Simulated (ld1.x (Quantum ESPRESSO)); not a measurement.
**Ni (Z = 28), ultrasoft: configuration errors across variants**

- Element: Ni (Z = 28)
- Generator: ld1.x (Quantum ESPRESSO) 7.5
- Type: ultrasoft
- Functional: LDA (PZ)
- Relativity: fully relativistic
- Frozen core: [Ne]
- Valence charge: 18
- Reference configuration: 3s2 3p6 3d8 4s1.75 4p0.25
- Partial waves: 3s (bound): rcut 1.25, rcutus 1.35 bohr; 4s (bound): rcut 1.25, rcutus 1.35 bohr; 3p (bound): rcut 1.20, rcutus 1.45 bohr; 4p (bound): rcut 1.20, rcutus 1.45 bohr; 3d (bound): rcut 1.35, rcutus 1.65 bohr; 3d channel at 2.3 Ry: rcut 1.35, rcutus 1.65 bohr
- Local potential: all-electron potential smoothed inside 1.00 bohr (lloc = -1)
- Core correction: Bessel-smoothed model core, default radius (core density twice the valence density)
- Augmentation charge: PSQ, inside the norm-conserving radii

Open shells are filled in proportion to 2j + 1 (rel_dist='average').

All-electron excitation energies from the reference (eV): (1) 3s2 3p6 3d8 4s2 4p0 -1.139; (2) 3s2 3p6 3d8 4s1 4p0 8.462; (3) 3s2 3p6 3d8 4s0 4p0 26.121; (4) 3s2 3p6 3d9 4s0 4p0 5.423; (5) 3s2 3p5 3d8 4s2 4p0 78.297; (6) 3s2 3p6 3d7 4s2 4p0 15.267; (7) 3s2 3p6 3d6 4s0 4p0 121.785.

The default core radius of the base comes out at 0.35 bohr.

The overlap operator is not positive definite (basis up to 400 Ry) in “base”, “core correction Bessel-smoothed model core inside 0.84 bohr”, “augmentation PSQ, radius 0.85 bohr”, “waves 3d (bound): rcut 1.35, rcutus 2.32 bohr; 3d channel at 2.3 Ry: rcut 1.35, rcutus 2.32 bohr”. Such files are unfit for use, however small their errors in these radial tests.

2 further variants failed, have other tests or another functional or relativity, and are left out.

Errors AE − PS in meV (a dash: test not solved or not reliable):

| change | (1) | (2) | (3) | (4) | (5) | (6) | (7) | bound ghosts |
| --- | --- | --- | --- | --- | --- | --- | --- | --- |
| base | -1.3 | +0.6 | -4.7 | -7.7 | -37 | -13 | -764 | not determined (overlap not positive) |
| core correction Bessel-smoothed model core inside 0.84 bohr | -1.1 | +0.7 | -2.0 | -5.1 | -33 | -11 | -745 | not determined (overlap not positive) |
| augmentation PSQ, radius 0.85 bohr | -0.1 | -0.3 | -1.7 | -45 | -79 | -73 | -711 | not determined (overlap not positive) |
| waves 3d (bound): rcut 1.35, rcutus 2.32 bohr; 3d channel at 2.3 Ry: rcut 1.35, rcutus 2.32 bohr | -1.7 | +0.4 | -16 | -148 | -421 | -200 | – | not determined (overlap not positive) |

Task: Give the same row for: local potential all-electron potential smoothed inside 1.60 bohr (lloc = -2).

Result: -1.3, +0.7, –, –, +44, +38, –; bound ghosts: none. Not counted: 3s2 3p6 3d9 4s0 4p0 (solver errors, printed error -4052 eV); 3s2 3p6 3d8 4s0 4p0 (solver errors, printed error -3556 eV); 1 more.
